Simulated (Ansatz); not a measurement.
Two structures of SiH₇O₂F, singlet, reached by relaxing down either side of one saddle point (PBE0-D4/def2-TZVP). Energies are electronic, without zero-point energy. Program: Ansatz 0.2.0. Basis: def2-TZVPP and def2-QZVPP. Cores are frozen in the correlated methods. Extrapolation: Hartree–Fock as exp(−7.88 √X), correlation as X^−2.97. First:

```
11
angstrom
Si -0.7442 0.2651 -1.6173
F -0.8739 -0.9168 -0.5187
H 0.6372 0.3297 -2.1363
H -1.6439 -0.1737 -2.7175
H -1.2406 1.5367 -1.0598
H 0.9005 0.4046 1.1888
O 0.9676 1.1082 0.5192
H -0.1483 -1.4009 1.2540
O 0.4130 -1.1782 2.0070
H 1.9012 1.1771 0.3107
H -0.1686 -1.1518 2.7698
```

Second:

```xyz
11
angstrom
Si -0.2638 0.8513 -1.3475
F -0.2678 -2.2686 -0.1464
H 0.4652 -0.0884 -2.2297
H -1.5863 0.3324 -0.9472
H -0.4096 2.1558 -2.0487
H 0.3771 -0.0745 1.4389
O 0.5620 1.1048 0.0853
H -0.0797 -1.8674 0.6974
O 0.2501 -0.9040 1.9373
H 1.4284 1.5100 0.0140
H -0.4756 -0.7515 2.5465
```

Problem. Which bonds change from the first to the second?

Solution. SiH₃F ([F][SiH3]) + H₂O + H₂O → SiH₄O ([OH][SiH3]) + H₂O + HF; bonds formed: Si1–O7, F2–H8, H6–O9; bonds broken: Si1–F2, H6–O7, H8–O9.

Problem. Give the saddle point's structure and its height above each. (Judge from chemistry; the value comes from the calculation.)

Solution. By the calculation: 22.68 kcal/mol above the first and 16.93 kcal/mol above the second (CCSD(T) at an estimated basis limit (MP2 extrapolated from triple and quadruple zeta, plus CCSD(T) − MP2 in triple zeta)).
| atom | x (Å) | y (Å) | z (Å) |
| --- | --- | --- | --- |
| Si1 | -0.3062 | 0.3687 | -1.2474 |
| F2 | -0.5485 | -1.2693 | -0.3208 |
| H3 | 0.5219 | -0.4173 | -2.1944 |
| H4 | -1.7823 | 0.3783 | -1.3881 |
| H5 | -0.0036 | 1.7680 | -1.7738 |
| H6 | 0.5543 | 0.0054 | 1.2363 |
| O7 | 0.3888 | 0.8458 | 0.3066 |
| H8 | -0.0174 | -1.3693 | 0.8666 |
| O9 | 0.5039 | -1.0176 | 1.7454 |
| H10 | 0.7925 | 1.7145 | 0.2782 |
| H11 | -0.1033 | -1.0075 | 2.4914 |

The T1 diagnostic stays at or below 0.011.

The step is the kind of ligand exchange by which a precursor binds to a hydroxyl group, or is hydrolysed, in atomic layer deposition of oxides.

Labels in which every atom is bracketed show which atoms are joined, not bond orders.

For scale, one of the runs: CCSD(T)/def2-TZVPP, 233 basis functions, launched by `ansatz run in.yaml --threads 4 --pin off --events-out ev --progress --plain --max-ram 9574MiB`. Hardware: 4 CPU threads of an Intel Xeon, shared host. Wall time 2.4 min; peak host memory 4.3 GiB.
